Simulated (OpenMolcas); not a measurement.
What CH6ClNSi (SMILES C[SiH](N)Cl) costs in OpenMolcas

CH6ClNSi: 10 atoms, total charge 0, spin state singlet. SMILES: `C[SiH](N)Cl`. The coordinates come from a PBE0-D4/def2-TZVP relaxation. This is one conformer, not always the lowest.

```xyz
10

C    -0.9243    0.9603   -0.4296
Si   -0.0556   -0.6376   -0.0734
N     1.2008   -0.3792    1.0508
Cl    0.5949   -1.3925   -1.9008
H    -1.7200    0.8095   -1.1616
H    -1.3595    1.3697    0.4850
H    -0.2269    1.6943   -0.8414
H    -0.9365   -1.6895    0.4826
H     1.8475    0.3826    0.9176
H     1.6627   -1.1687    1.4738
```

Program: OpenMolcas 26.06. Hardware: 1 thread of AMD EPYC 7R43 (Zen 3), shared host, so times are rough. Two-electron integrals are exact unless an approximation is named.

**Question.** Estimate their order by wall time, quickest first.
A. gradient at HF/6-31G* (spherical functions)
B. gradient at BHLYP/6-31G* (spherical functions), grid UltraFine
C. gradient at HF/STO-3G

**Answer.** C (3.6 s), A (9.3 s), B (38 s).
